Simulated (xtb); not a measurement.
C2H2ClF3, SMILES FC(F)[C@H](F)Cl. All values are semi-empirical tight-binding results from xtb (GFN2-xTB unless named), good for trends rather than for accurate numbers. Coordinates come from a GFN2-xTB optimisation. One conformer was computed; it need not be the lowest.

Computed properties:
| Property | Result |
|---|---|
| orbital gap | 6.72 eV |
| dipole moment | 2.96 D |
| zero-point energy | 25.6 kcal/mol |
| G − E(el) at 298.15 K (modified RRHO) | 6.2 kcal/mol |
| static polarisability (D4 model) | 44.0 bohr³ |
| solvation energy, GFN2-xTB/ALPB(water) | -3.0 kcal/mol |
| solvation energy, GFN2-xTB/ALPB(toluene) | -3.3 kcal/mol |
